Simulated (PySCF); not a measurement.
Isomers of C7H17P, mass 132.107 u with the commonest isotopes. The calculation used PBE0/pcSseg-1 in PySCF (dipole) on a GFN2-xTB geometry, gas phase. One conformer each, none proved a minimum here; rigid rotors.

Question: Order these by rotational constant B, smallest first.
A. `[CH3:1][CH2:2][CH2:3][P:4]([CH3:5])[CH:6]([CH3:7])[CH3:8]` with C1–C2–C3–P4 175°, C2–C3–P4–C5 77°, C3–P4–C6–C7 77°
B. `[CH3:1][CH:2]([CH3:3])[P:4]([CH3:5])[CH:6]([CH3:7])[CH3:8]` with C1–C2–P4–C5 167°, C2–P4–C6–C7 179°
C. `[PH](CC)(C=C)(C)CC`
D. `C=CP(C)(C)(C)CC`
E. `[CH3:1][CH2:2][CH2:3][CH2:4][P:5]([CH3:6])[CH2:7][CH3:8]` with C1–C2–C3–C4 180°, C2–C3–C4–P5 177°, C3–C4–P5–C6 78°, C4–P5–C7–C8 -177°

Answer: E (607.4 MHz), A (872.1 MHz), B (1145 MHz), D (1260 MHz), C (1311 MHz).

Question: Order these by radius of gyration √(Σ m r²/M), smallest first.
A. `[CH3:1][CH2:2][CH2:3][CH2:4][P:5]([CH3:6])[CH2:7][CH3:8]` with C1–C2–C3–C4 180°, C2–C3–C4–P5 177°, C3–C4–P5–C6 78°, C4–P5–C7–C8 -177°
B. `[CH3:1][CH:2]([CH3:3])[P:4]([CH3:5])[CH:6]([CH3:7])[CH3:8]` with C1–C2–P4–C5 167°, C2–P4–C6–C7 179°
C. `[CH3:1][CH2:2][CH2:3][P:4]([CH3:5])[CH:6]([CH3:7])[CH3:8]` with C1–C2–C3–P4 175°, C2–C3–P4–C5 77°, C3–P4–C6–C7 77°
D. `C=CP(C)(C)(C)CC`

Answer: D (2.009 Å), B (2.107 Å), C (2.346 Å), A (2.632 Å).

Question: Order these by rotational constant C, largest first.
A. `[CH3:1][CH2:2][CH2:3][CH2:4][P:5]([CH3:6])[CH2:7][CH3:8]` with C1–C2–C3–C4 180°, C2–C3–C4–P5 177°, C3–C4–P5–C6 78°, C4–P5–C7–C8 -177°
B. `C=CP(C)(C)(C)CC`
C. `[CH3:1][CH2:2][CH2:3][P:4]([CH3:5])[CH:6]([CH3:7])[CH3:8]` with C1–C2–C3–P4 175°, C2–C3–P4–C5 77°, C3–P4–C6–C7 77°
D. `[CH3:1][CH:2]([CH3:3])[P:4]([CH3:5])[CH:6]([CH3:7])[CH3:8]` with C1–C2–P4–C5 167°, C2–P4–C6–C7 179°
E. `C=C[PH](C)(CC)CC`

Answer: B (1154 MHz), E (1006 MHz), D (975.8 MHz), C (725.8 MHz), A (571.0 MHz).

| SMILES | point group | Ia (u·Å²) | Ib (u·Å²) | Ic (u·Å²) | κ | μa (D) | μb (D) | μc (D) |
| --- | --- | --- | --- | --- | --- | --- | --- | --- |
| CCCCP(C)CC | C1 | 113.37 | 831.99 | 885.06 | -0.98 | 0.14 | 0.17 | 1.22 |
| C=CP(C)(C)(C)CC | C1 | 226.84 | 401.04 | 438.08 | -0.80 | 0.38 | 0.01 | 0.03 |
| CC(C)P(C)C(C)C | C1 | 213.68 | 441.24 | 517.90 | -0.76 | 0.18 | 0.40 | 1.21 |
| CCCP(C)C(C)C | C1 | 178.32 | 579.51 | 696.30 | -0.86 | 0.13 | 0.03 | 1.21 |
| C=C[PH](C)(CC)CC | C1 | 279.17 | 385.56 | 502.22 | -0.24 | 0.15 | 0.01 | 0.27 |
